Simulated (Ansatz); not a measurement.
The cluster Mg3Cl4⁺, relaxed as a doublet with UKS PBE0-D4/def2-SVP in Ansatz, starting from the GFN2-xTB geometry. Force threshold 0.02 eV/Å.

Another isomer (doublet) lies 0.31 eV lower at PBE0-D4/def2-TZVP; other spin states weren't run for this one.

Start:

| atom | x (Å) | y (Å) | z (Å) |
| --- | --- | --- | --- |
| Mg1 | -0.4018 | 0.4325 | -1.6250 |
| Mg2 | -0.5324 | -0.9715 | 1.6511 |
| Mg3 | 1.4938 | 0.6564 | 0.4494 |
| Cl4 | -0.9131 | 1.0780 | 0.6711 |
| Cl5 | 1.4251 | -0.2426 | 2.5659 |
| Cl6 | 0.5026 | -1.4442 | -0.3525 |
| Cl7 | -1.5741 | 0.4915 | -3.3600 |

(1) Estimate the energy that the relaxation releases and the steps that it takes.

(2) Does the start keep its bonding?

(3) Predict the relaxed structure.

Answers

(1) 128.6 kJ/mol, in 32 steps; 2.1 min on 4 threads of Arm Neoverse V1 on a shared host. No frequencies were taken in this run, so the end may be a saddle point.

(2) Bonds lost: Mg3–Cl4, Mg3–Cl6 (atoms count from 1). Metal–metal contacts that move far: Mg1–Mg3 2.82 to 7.84 Å, Mg2–Mg3 2.86 to 4.64 Å.

(3) 
```xyz
7

Mg   -1.684   -0.160   -1.928
Mg    0.320   -0.108    0.669
Mg    3.839    0.750    3.566
Cl   -1.392    1.301   -0.002
Cl    1.777   -0.041    2.488
Cl    0.151   -1.551   -1.135
Cl   -3.011   -0.190   -3.658
```
Bond lengths (bridged metal pairs left out): 7 × Cl–Mg 2.18 to 2.46 Å.
